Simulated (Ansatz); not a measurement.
Isolated molecules relaxed with PBE0-D4/def2-TZVP in Ansatz; ΔE leaves out vibrations. CCSD(T)/CBS adds triple-zeta CCSD(T) − MP2 to the extrapolated MP2 energy (def2 sets, frozen cores). DFT in def2-TZVPP. For Ti outer-core shells are correlated without core-valence functions, which leaves a few kJ/mol of doubt a bond. Scalar relativity is left out up to krypton. One conformer a species, not always the lowest.

Reaction (redistribution): `[OH][Ti]([OH])([OH])[OH]` + `NB(S)[SiH2][SiH3]` → `[NH2][Ti]([OH])([OH])[OH]` + `OB(S)[SiH2][SiH3]`

`[OH][Ti]([OH])([OH])[OH]`:

Z-matrix (Å, degrees):
```
Ti
O 1 1.801
O 1 1.801 2 110.0
O 1 1.801 2 108.5 3 -120.3
O 1 1.801 2 109.9 3 119.4
H 2 0.958 1 129.5 3 -107.1
H 3 0.958 1 129.5 2 -12.2
H 4 0.958 1 129.5 2 132.5
H 5 0.958 1 129.5 2 107.1
```

`NB(S)[SiH2][SiH3]`:

Cartesian coordinates in Å:
```
N -1.932 0.044 -1.166
B -0.665 -0.478 -0.912
S 0.488 -0.965 -2.222
Si -0.005 -0.665 0.990
Si 1.679 0.903 1.414
H -2.306 0.194 -2.089
H -2.564 0.303 -0.428
H -0.267 -0.660 -3.295
H 0.540 -2.026 1.260
H -1.129 -0.426 1.945
H 2.141 0.843 2.828
H 1.173 2.278 1.149
H 2.846 0.655 0.525
```

`[NH2][Ti]([OH])([OH])[OH]`:

```xyz
10

N    -1.367   -0.592   -0.553
Ti    0.219    0.176    0.105
O     0.859   -0.934    1.371
O    -0.173    1.828    0.719
O     1.441    0.336   -1.219
H    -2.168   -0.068   -0.874
H    -1.587   -1.576   -0.495
H     1.727   -1.329    1.459
H    -0.333    2.137    1.611
H     1.383    0.023   -2.122
```

`OB(S)[SiH2][SiH3]`:

Cartesian coordinates in Å:
```
O 2.374 -0.514 -0.189
B 1.410 0.136 0.508
S 1.762 1.769 1.222
Si -0.421 -0.710 0.646
Si -1.654 -0.151 -1.264
H 3.219 -0.057 -0.255
H 0.568 1.955 1.803
H -0.347 -2.193 0.763
H -1.147 -0.179 1.837
H -3.023 -0.732 -1.218
H -0.967 -0.653 -2.485
H -1.775 1.329 -1.369
```

```
             level  ΔE (kcal/mol)  difference from CCSD(T)/CBS
           ωB97M-V           12.5                          0.9
            r2SCAN           12.7                          1.1
              PBE0           12.7                          1.1
     HF/def2-TZVPP           12.2                          0.6
   CCSD/def2-TZVPP           12.1                          0.5
CCSD(T)/def2-TZVPP           11.9                          0.3
     HF/def2-QZVPP           12.2                          0.6
SCS-MP2/def2-QZVPP           12.2                          0.6
     MP2/CBS(def2)           12.2                          0.6
    CCSD/CBS(def2)           11.8                          0.2
       CCSD(T)/CBS           11.6                            0
```

Largest T1 diagnostic among the species: 0.024, so the coupled-cluster value is less sure than usual.
